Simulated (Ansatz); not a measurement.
Coupled-cluster diagnostics for the cluster Mg7⁺, Ansatz.

Geometry of the doublet (PBE0/def2-SVP):

```xyz
7

Mg    0.3312   -2.6664   -0.8655
Mg    0.3387    2.6749    0.8280
Mg   -0.6910    0.9336    3.1385
Mg    1.3277   -0.4026    1.4292
Mg   -0.9837   -0.9585   -3.0526
Mg   -1.4690   -0.0284    0.0798
Mg    1.1461    0.4473   -1.5575
```

Correlated methods freeze 7 core orbitals; core or outer-core shells of Mg are correlated, in sets that lack core-valence functions. Another isomer (doublet) lies 0.05 eV lower at PBE0/def2-TZVP; other spin states weren't run for this one.

(1) Estimate the CCSD(T) correlation energy, the shares of MP2 and (T), T1 and the reference's ⟨S²⟩ for: charge 1, doublet, own geometry in def2-SVP; and the rough time on 4 threads of Arm Neoverse V2 on a shared host.

Answers

(1) 
| state | basis | correlation (eV) | MP2 share (%) | (T) share (%) | T1 | ⟨S²⟩ (pure) | wall time | remarks |
| --- | --- | --- | --- | --- | --- | --- | --- | --- |
| charge 1, doublet, own geometry | def2-SVP | -9.047 | 77.7 | 8.8 | 0.041 | 1.65 (0.75) | 4.2 min | spin-contaminated |
Customary marks for T1 are 0.02 (closed shells), 0.045 (open shells) and about 0.05 (3d metals). T1 exceeds 0.02 in 1 of 1 rows and 0.045 in 0; the higher it lies, the less the single-reference result can be trusted.
